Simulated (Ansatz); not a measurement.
Calculated with Ansatz (gas phase, PBE0-D4/def2-TZVP geometries, no zero-point term in ΔE). CCSD(T)/CBS adds triple-zeta CCSD(T) − MP2 to the extrapolated MP2 energy (def2 sets, frozen cores). This one scheme is used for every species. DFT in def2-TZVPP. B3LYP here is the variant with VWN-RPA as its local correlation; programs differ in this. HSE06 is defined as in plane-wave codes. One conformer a species, not always the lowest.

Reaction (formal hydrolysis of the Si–Cl bond): `N[Si](N)(O)Cl` + H₂O → `N[Si](N)(O)O` + HCl

```json
{"level": "LDA (SPW92)", "ΔE (kJ/mol)": "0.5", "difference from CCSD(T)/CBS": "-1.9"}
{"level": "PBE-D4", "ΔE (kJ/mol)": "8.6", "difference from CCSD(T)/CBS": "6.2"}
{"level": "revPBE-D4", "ΔE (kJ/mol)": "10.4", "difference from CCSD(T)/CBS": "8.0"}
{"level": "BLYP-D4", "ΔE (kJ/mol)": "1.8", "difference from CCSD(T)/CBS": "-0.6"}
{"level": "r2SCAN-D4", "ΔE (kJ/mol)": "2.5", "difference from CCSD(T)/CBS": "0.1"}
{"level": "B97M-V", "ΔE (kJ/mol)": "1.5", "difference from CCSD(T)/CBS": "-0.9"}
{"level": "PBE0-D4", "ΔE (kJ/mol)": "7.0", "difference from CCSD(T)/CBS": "4.6"}
{"level": "B3LYP-D4", "ΔE (kJ/mol)": "0.4", "difference from CCSD(T)/CBS": "-2.0"}
{"level": "r2SCANh-D4", "ΔE (kJ/mol)": "2.3", "difference from CCSD(T)/CBS": "-0.1"}
{"level": "r2SCAN0-D4", "ΔE (kJ/mol)": "2.0", "difference from CCSD(T)/CBS": "-0.4"}
{"level": "HSE06-D4", "ΔE (kJ/mol)": "7.3", "difference from CCSD(T)/CBS": "4.9"}
{"level": "BHLYP-D4", "ΔE (kJ/mol)": "-1.7", "difference from CCSD(T)/CBS": "-4.1"}
{"level": "ωB97X-V", "ΔE (kJ/mol)": "0.9", "difference from CCSD(T)/CBS": "-1.5"}
{"level": "ωB97M-V", "ΔE (kJ/mol)": "1.3", "difference from CCSD(T)/CBS": "-1.1"}
{"level": "B2PLYP", "ΔE (kJ/mol)": "-2.3", "difference from CCSD(T)/CBS": "-4.7"}
{"level": "PBE-QIDH", "ΔE (kJ/mol)": "3.3", "difference from CCSD(T)/CBS": "0.9"}
{"level": "PBE", "ΔE (kJ/mol)": "6.4", "difference from CCSD(T)/CBS": "4.0"}
{"level": "revPBE", "ΔE (kJ/mol)": "8.1", "difference from CCSD(T)/CBS": "5.7"}
{"level": "BLYP", "ΔE (kJ/mol)": "-2.5", "difference from CCSD(T)/CBS": "-4.9"}
{"level": "r2SCAN", "ΔE (kJ/mol)": "2.0", "difference from CCSD(T)/CBS": "-0.4"}
{"level": "PBE0", "ΔE (kJ/mol)": "5.1", "difference from CCSD(T)/CBS": "2.7"}
{"level": "B3LYP", "ΔE (kJ/mol)": "-3.3", "difference from CCSD(T)/CBS": "-5.7"}
{"level": "r2SCANh", "ΔE (kJ/mol)": "1.8", "difference from CCSD(T)/CBS": "-0.6"}
{"level": "r2SCAN0", "ΔE (kJ/mol)": "1.4", "difference from CCSD(T)/CBS": "-1.0"}
{"level": "HSE06", "ΔE (kJ/mol)": "5.3", "difference from CCSD(T)/CBS": "2.9"}
{"level": "BHLYP", "ΔE (kJ/mol)": "-5.8", "difference from CCSD(T)/CBS": "-8.2"}
{"level": "CAM-B3LYP", "ΔE (kJ/mol)": "-7.2", "difference from CCSD(T)/CBS": "-9.6"}
{"level": "LC-ωPBE", "ΔE (kJ/mol)": "0.4", "difference from CCSD(T)/CBS": "-2.0"}
{"level": "RPA@PBE/def2-TZVPP", "ΔE (kJ/mol)": "-5.9", "difference from CCSD(T)/CBS": "-8.3"}
{"level": "MP2/def2-SVP", "ΔE (kJ/mol)": "2.2", "difference from CCSD(T)/CBS": "-0.2"}
{"level": "CCSD(T)/def2-SVP", "ΔE (kJ/mol)": "-0.3", "difference from CCSD(T)/CBS": "-2.7"}
{"level": "HF/def2-TZVPP", "ΔE (kJ/mol)": "-7.9", "difference from CCSD(T)/CBS": "-10.3"}
{"level": "MP2/def2-TZVPP", "ΔE (kJ/mol)": "2.0", "difference from CCSD(T)/CBS": "-0.4"}
{"level": "SCS-MP2/def2-TZVPP", "ΔE (kJ/mol)": "-1.9", "difference from CCSD(T)/CBS": "-4.3"}
{"level": "HF/def2-QZVPP", "ΔE (kJ/mol)": "-8.4", "difference from CCSD(T)/CBS": "-10.8"}
{"level": "MP2/def2-QZVPP", "ΔE (kJ/mol)": "5.0", "difference from CCSD(T)/CBS": "2.6"}
{"level": "SCS-MP2/def2-QZVPP", "ΔE (kJ/mol)": "1.1", "difference from CCSD(T)/CBS": "-1.3"}
{"level": "HF/CBS(def2)", "ΔE (kJ/mol)": "-8.5", "difference from CCSD(T)/CBS": "-10.9"}
{"level": "MP2/CBS(def2)", "ΔE (kJ/mol)": "7.5", "difference from CCSD(T)/CBS": "5.1"}
{"level": "CCSD/CBS(def2)", "ΔE (kJ/mol)": "0.6", "difference from CCSD(T)/CBS": "-1.8"}
{"level": "CCSD(T)/CBS", "ΔE (kJ/mol)": "2.4", "difference from CCSD(T)/CBS": "0"}
```

Largest T1 diagnostic among the species: 0.010.

Leaving LDA and LC-ωPBE aside and taking each functional with its dispersion term where it has one, the values, not all of them listed here, spread over 15.4 kJ/mol, from CAM-B3LYP-D4 to revPBE-D4. LDA lies −5.9 kJ/mol from PBE without D4. The D4 term adds +3.7 kJ/mol with B3LYP and +2.0 kJ/mol with PBE0; it sums over pairs of atoms, weighted by their polarisabilities, and B3LYP, whose exchange is more repulsive, gets the larger term. In def2-TZVPP, CCSD(T) changes the Hartree–Fock value by +4.8 kJ/mol (the triples alone add +1.9 kJ/mol) and MP2 by +9.9 kJ/mol.
